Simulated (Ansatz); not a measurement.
A nudged elastic band was laid between two geometries of AlFH$_{4}$OSi (8 atoms, charge 0, multiplicity 1).

Theory: RKS r2SCAN/6-31G* (Ansatz).

- movable images: 5
- climbing image: yes
- spring: 5.0 eV/Å²
- optimiser: quadratic models (default)
- start path: IDPP
- force threshold: 0.05 eV/Å
- iteration limit: 48
- end points: relaxed

Image 0:

```xyz
8
Properties=species:S:1:pos:R:3
O 1.547 1.490 -0.518
Al 0.889 0.218 0.406
F 1.772 -0.372 1.684
Si -1.292 -0.661 -0.204
H 2.410 1.873 -0.321
H -2.314 0.426 -0.221
H -1.255 -1.261 -1.570
H -1.757 -1.713 0.744
```

Image 6:

```xyz
8
Properties=species:S:1:pos:R:3
O 2.119 -0.559 -0.294
Al 0.852 0.354 0.388
F 1.234 1.549 1.477
Si -1.435 -0.146 -0.264
H 3.044 -0.403 -0.066
H -2.408 0.799 0.354
H -1.594 -0.066 -1.745
H -1.813 -1.528 0.152
```

Q: Which bonds break or form, and what moves?

A: No bond is made or broken. The dihedral F3–Al2–Si4–H6 goes from 124 to 4°. The two ends are copies of one structure, up to a mirror image or an exchange of like atoms.

Q: Give the energies along the band, and the barrier.

A: The forces met the threshold. The highest image is number 1 of 0 to 6, 0.0 kcal/mol above the ends, which have the same energy within 2 meV. The top lies less than 8 meV above the higher end, about what the thresholds resolve: the motion is nearly free. A vibrational analysis at the climbing image gives no mode beyond 40i cm⁻¹: the surface is too flat there to confirm a saddle point.

```json
{"image": "0", "path coordinate (Å)": "0.00", "energy (kcal/mol)": "0.0", "dihedral F3–Al2–Si4–H6 (°)": "124"}
{"image": "1", "path coordinate (Å)": "0.61", "energy (kcal/mol)": "0.0", "dihedral F3–Al2–Si4–H6 (°)": "102"}
{"image": "2", "path coordinate (Å)": "1.19", "energy (kcal/mol)": "0.0", "dihedral F3–Al2–Si4–H6 (°)": "82"}
{"image": "3", "path coordinate (Å)": "1.77", "energy (kcal/mol)": "0.0", "dihedral F3–Al2–Si4–H6 (°)": "63"}
{"image": "4", "path coordinate (Å)": "2.35", "energy (kcal/mol)": "0.0", "dihedral F3–Al2–Si4–H6 (°)": "43"}
{"image": "5", "path coordinate (Å)": "2.93", "energy (kcal/mol)": "0.0", "dihedral F3–Al2–Si4–H6 (°)": "24"}
{"image": "6", "path coordinate (Å)": "3.52", "energy (kcal/mol)": "0.0", "dihedral F3–Al2–Si4–H6 (°)": "4"}
```

Q: What is the geometry of the highest image?

A: 
```xyz
8
Properties=species:S:1:pos:R:3
O 1.750 1.188 -0.692
Al 0.873 0.231 0.415
F 1.577 -0.092 1.886
Si -1.338 -0.586 -0.184
H 2.624 1.535 -0.477
H -2.352 0.502 -0.065
H -1.367 -1.077 -1.591
H -1.767 -1.701 0.708
```

Time of the run: 3.3 min on 1 thread of Intel(R) Xeon(R) Processor @ 2.50GHz (Skylake/Cascade Lake), with other jobs on the host, peak memory 0.17 GiB.
